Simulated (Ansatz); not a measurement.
Born–Oppenheimer molecular dynamics of C$_{3}$H$_{8}$OSi$_{2}$ (14 atoms, charge 0, multiplicity 1). It starts from a relaxed structure.

Computed with UKS PBE0-D4/STO-3G in Ansatz 0.2.0.

| Property | Result |
| --- | --- |
| ensemble | NVE (velocity Verlet) |
| time step | 0.5 fs |
| steps asked | 266 |
| starting velocities drawn for | 500 K |
| masses | H 3.016 u |
| seed | 300755 |

First frame:

```xyz
14
Properties=species:S:1:pos:R:3
C 0.502 -2.211 1.030
C 0.349 -0.978 0.516
O 1.317 0.000 0.802
Si 0.903 1.569 0.190
C -0.602 1.324 -0.894
Si -1.080 -0.462 -0.601
H 1.346 -2.471 1.671
H -0.215 -3.004 0.817
H 0.631 2.437 1.318
H 2.062 2.072 -0.515
H -0.360 1.506 -1.943
H -1.403 2.011 -0.616
H -2.352 -0.584 0.073
H -1.113 -1.237 -1.821
```

(1) How far do the bonds stretch over the last three quarters of this one trajectory? (Pairs bonded in most of those frames.)

Results:

(1) 
```csv
bond,mean (Å),spread (Å),shortest,longest
C1–C2,1.348,0.021,1.31,1.39
C1–H7,1.094,0.019,1.05,1.13
C1–H8,1.092,0.014,1.06,1.12
C2–O3,1.409,0.017,1.37,1.43
C2–Si6,1.888,0.039,1.81,1.96
O3–Si4,1.741,0.020,1.70,1.78
Si4–C5,1.873,0.037,1.81,1.94
Si4–H9,1.451,0.048,1.38,1.53
Si4–H10,1.452,0.040,1.38,1.52
C5–Si6,1.876,0.036,1.80,1.93
C5–H11,1.093,0.025,1.05,1.13
C5–H12,1.095,0.027,1.05,1.14
Si6–H13,1.447,0.024,1.41,1.48
Si6–H14,1.448,0.024,1.41,1.48
```

Mean temperature of the second half: 258 K. The conserved energy stayed within 0.13 meV per atom of its start (net change 0.078 meV per atom), so the integration is sound. The temperature averaged 0.52 of the 500 K drawn at the start: a run that starts near a minimum puts about half its kinetic energy into the potential. A run of 0.13 ps of so small a system gives no equilibrium averages. Limits of this set-up: minimal basis.

Run time: 21 min on 2 threads of Arm Neoverse N1, on a shared host, peak memory 0.18 GiB.
